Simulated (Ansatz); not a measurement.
```yaml
crystal:
  periodic: [false, false, false]
  atoms:
    - {symbol: C, position_ang: [-2.964890, 0.418538, -0.157319]}
    - {symbol: C, position_ang: [-1.471330, 0.212567, -0.064517]}
    - {symbol: C, position_ang: [-0.571449, 1.236371, -0.429996]}
    - {symbol: C, position_ang: [0.815135, 1.034480, -0.382909]}
    - {symbol: C, position_ang: [1.335033, -0.198396, 0.041974]}
    - {symbol: S, position_ang: [3.146937, -0.434002, 0.196780]}
    - {symbol: O, position_ang: [3.341187, -1.902508, -0.045379]}
    - {symbol: O, position_ang: [3.718729, 0.462880, -0.862246]}
    - {symbol: O, position_ang: [3.417384, 0.009068, 1.604637]}
    - {symbol: C, position_ang: [0.453685, -1.230077, 0.402256]}
    - {symbol: C, position_ang: [-0.931984, -1.022592, 0.354021]}
    - {symbol: H, position_ang: [-3.509825, -0.190949, 0.593109]}
    - {symbol: H, position_ang: [-3.242398, 1.481172, 0.001671]}
    - {symbol: H, position_ang: [-3.362325, 0.128537, -1.156484]}
    - {symbol: H, position_ang: [-0.972388, 2.211190, -0.759574]}
    - {symbol: H, position_ang: [1.528678, 1.816257, -0.686762]}
    - {symbol: H, position_ang: [0.888323, -2.195218, 0.705916]}
    - {symbol: H, position_ang: [-1.618493, -1.837310, 0.644833]}
basis:
  gaussian: {orbitals: def2-TZVPD}
total_charge: -1
magnetization: {spin_polarized: true, initial_magnetization: 2}
hamiltonian: {xc: pbe0, dispersion: d4}
scf: {omitted_lower_state_checks: [starts]}
output: {orbitals: {seedname: orbitals}}
```

```sh
$ ansatz run in.yaml --threads 4 --pin off --events-out ev --progress --plain --max-ram 6963MiB
```

Q: Does this run fit into the memory that it is given?

A: No. It has 488 basis functions, and Ansatz plans for 8 GiB where 7 GiB are given.
